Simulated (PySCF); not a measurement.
C5H7N, SMILES Cn1cccc1. The structure is a stationary point at PBE-D3(BJ)/def2-SVP.

Give the equilibrium geometry at PBE-D3(BJ)/def2-SVP (PySCF confirms it by a frequency run) as bond lengths and angles, and its point group. (An estimate is asked for; the answer gives what the named calculation found.)

point group Cs.
Atoms: C1 N2 C3 C4 C5 C6 H7 H8 H9 H10 H11 H12 H13. Bonded distances (Å): C1–N2 1.448, C1–H7 1.107, C1–H8 1.112, C1–H9 1.107, N2–C3 1.380, N2–C6 1.380, C3–C4 1.391, C3–H10 1.096, C4–C5 1.428, C4–H11 1.096, C5–C6 1.391, C5–H12 1.096, C6–H13 1.096. Angles (°): N2–C1–H7 109.9, N2–C1–H8 112.0, N2–C1–H9 109.9, H7–C1–H8 108.4, H7–C1–H9 108.1, H8–C1–H9 108.4, C1–N2–C3 125.3, C1–N2–C6 125.3, C3–N2–C6 109.1, N2–C3–C4 108.3, N2–C3–H10 120.6, C4–C3–H10 131.1, C3–C4–C5 107.2, C3–C4–H11 125.8, C5–C4–H11 127.0, C4–C5–C6 107.2, C4–C5–H12 127.0, C6–C5–H12 125.8, N2–C6–C5 108.3, N2–C6–H13 120.6, C5–C6–H13 131.1.
